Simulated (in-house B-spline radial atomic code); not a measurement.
## RPA and G0W0 on CAM-B3LYP: Br⁵⁺

Configuration [Ar] 3d10 4s2, mean-field start CAM-B3LYP. Computed with an all-electron radial atomic-structure program (B-spline basis): all electrons, non-relativistic, point nucleus, each spin shell either full or empty, empty states to l = 9 with an (l + 1/2)⁻⁴ tail; G0W0 by contour deformation at full frequency.

Command:
```bash
python run_gw.py task.json out
```
Settings (radii: box in bohr, nucleus in fm):
```
Z                        35
electrons                30
configuration            [Ar] 3d10 4s2
hamiltonian              nr
method                   camb3lyp
lmax                     9
spin_polarised           False
box_radius               10.43
intervals                50
ion_configuration        [Ar] 3d10 4s1
```

Run time, properties included: 6.7 s on 1 thread of Intel(R) Xeon(R) Platinum 8488C (shared host).

Energies (hartree):

```csv
term,value
mean-field total,-2567.88198
Hartree-Fock functional on these orbitals,-2566.18337
direct second order,-2.5306
second-order exchange,0.73372
SOSEX correction,0.67794
```

Q: What is the RPA correlation energy, and what remains with SOSEX?

A: RPA gives -2.2243 hartree (-2.02 eV per electron); RPA + SOSEX gives -1.5463, and the second-order doubles -1.7969 hartree (no singles). SOSEX takes back 30 % of the RPA value.

Quasi-particle levels (eV):

| level | occupied | mean field | Σx - vxc | Σc | QP weight | G0W0 |
| --- | --- | --- | --- | --- | --- | --- |
| 4s | yes | -83.06 | -1.31 | ? | ? | ? |
| 3d | yes | -144.75 | -13.41 | 3.22 | 0.938 | -154.94 |
| 4p | no | -62.38 | 4.55 | -1.61 | 0.968 | -59.43 |

G0W0 = mean field + (Σx - vxc) + Σc, with Σc (partial-wave tail included) taken at the quasi-particle energy. Only the outer levels were computed. Levels of low weight are left out.

Q: Where does G0W0 put 4s?

A: At -86.62 eV, with Σc = -2.26 eV and a quasi-particle weight of 0.970. The tabulated removal energy is 87.39 ± 0.025 eV (NIST, measured); the calculation leaves out relativity, Breit and QED terms, and what these don't explain is the method's own error.

Q: What does it cost to remove one electron (to [Ar] 3d10 4s1) by differences of total energies, each species on its own start (correlation terms add to the Hartree-Fock functional)?

A: CAM-B3LYP 86.75 eV, Hartree-Fock functional 84.02 eV, + RPA 86.37 eV, + RPA + SOSEX 85.83 eV, + second order 86.57 eV. Tabulated: 87.39 ± 0.025 eV (NIST, measured); the calculation leaves out relativity, Breit and QED terms, and what these don't explain is the method's own error.
